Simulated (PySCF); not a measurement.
Compound: C5H4O2.
SMILES: `CC(=O)C#CC=O`

The closed-shell ground state was solved at several levels (PySCF, density fitting, gas phase, non-relativistic). Geometry: GFN2-xTB; no solvent, vibrations or thermal averaging.

```
        level  basis functions  total energy (Eh)  HOMO (eV)  LUMO (eV)  gap (eV)  dipole (D)
PBE0/pcSseg-1              139          -342.8646      -8.28      -2.57      5.71        2.86
  B3LYP/pcJ-1              229          -343.3077      -8.00      -2.77      5.23        2.84
```

Task: Estimate the row for B3LYP/def2-SVPD, a basis of 178 functions; the other rows only guide the guess.

Result: Total energy -343.0612 Eh, HOMO -8.09 eV, LUMO -2.91 eV, gap 5.18 eV, dipole 2.92 D.

Task: Over all these levels, which gives the widest orbital gap and which the narrowest?

Result: PBE0/pcSseg-1 (global hybrid, 25 % exact exchange) has the widest, 5.71 eV, and B3LYP/def2-SVPD (global hybrid, 20 % exact exchange) the narrowest, 5.18 eV. Functional and basis both differ between the two, so the spread mixes both effects.

Task: How far do the dipole and the HOMO energy spread over the levels?

Result: The dipole runs from 2.84 to 2.92 D (mean 2.87 D) and the HOMO from -8.28 to -8.00 eV.
